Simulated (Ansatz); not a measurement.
AlClH2SSi, SMILES `Cl[SiH]1[AlH][S]1`, relaxed with RKS PBE-D4/def2-SVP in Ansatz from a rough embedded geometry. The force threshold is 0.03 eV/Å; the program also tests the step.

Charge 0, multiplicity 1.

Start:

```xyz
6

Cl   -1.377    2.156    0.028
Si   -0.761    0.231   -0.355
Al    1.355   -0.218    0.487
S    -0.603   -0.932    1.464
H    -1.380   -0.556   -1.443
H     2.766   -0.680   -0.182
```

```tsv
step	energy (eV)	largest force (eV/Å)	largest move (Å)
1	-37837.3135	1.211	0.000
2	-37837.7590	0.611	0.194
3	-37837.9321	0.370	0.195
4	-37837.9444	0.291	0.065
5 (rejected)	-37837.9398	0.631	0.124
6	-37837.9663	0.050	0.062
7	-37837.9683	0.057	0.027
8	-37837.9685	0.038	0.011
9	-37837.9686	0.006	0.005
```

End:

```xyz
6

Cl   -1.497    2.168   -0.024
Si   -0.747    0.261   -0.444
Al    1.398   -0.422    0.163
S    -0.365   -0.956    1.375
H    -1.753   -0.396   -1.345
H     2.964   -0.655    0.274
```

It took 11 s on 2 threads of an Intel Xeon Platinum 8488C on a shared host, with 0.16 GiB of host memory at the peak.
